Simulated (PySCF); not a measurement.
ZnCl, SMILES [Cl][Zn] (connectivity only; charge and spin as stated), neutral, multiplicity 2.

Geometry optimised at PBE0-D3(BJ)/def2-TZVP. The spin state was assumed, not searched.

Level of theory: PBE0-D3(BJ)/def2-TZVP run with PySCF.

Frequencies are harmonic and unscaled.

```
mode  ν (cm⁻¹)  IR (km/mol)  moving atoms (share of kinetic energy)
----  --------  -----------  --------------------------------------
1          370         43.7                        Cl 65 %, Zn 35 %
```
